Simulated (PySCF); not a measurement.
## MF₂ across the 3d metals

Level: PBE0, basis family def2-TZVP, no relativity.

Each entry is the lowest minimum that a search over a few typed start shapes (and spin states, where more than one is plausible) found, or that minimum re-optimised at the stated level; isomers with ligand–ligand bonds, or fragments after loss of a ligand pair, can lie lower. Open shells are unrestricted; no spin–orbit coupling; PySCF with density fitting.

```csv
molecule,2S+1,point group,mean bond to the central atom (Å),gap (eV),atomisation (kJ/mol),polar-tensor charge of the central atom,highest ω (cm⁻¹)
TiF₂,3,C2v,1.792,–,1191,1.46,749
CoF₂,4,D∞h,1.737,–,937,1.43,758
CuF₂,?,?,?,?,?,?,?
ZnF₂,1,D∞h,1.732,8.60,767,1.22,767
```

(1) Fill in the row of CuF₂.

Results:

(1) 2S+1: 2; point group: D∞h; mean bond to the central atom (Å): 1.724; atomisation (kJ/mol): 715; polar-tensor charge of the central atom: 1.41; highest ω (cm⁻¹): 749.

The bond length does not run in one direction; the largest change, -0.055 Å, falls between TiF₂ and CoF₂ among the members listed.

The shape changes along the series: C2v for TiF₂; D∞h for CoF₂ and CuF₂ and ZnF₂.

Left out of the table are members whose search was unfinished or whose lowest solution was spin-contaminated, unstable, very soft or bonded differently.

Open d and f shells are single-determinant solutions and may miss the true ground state.
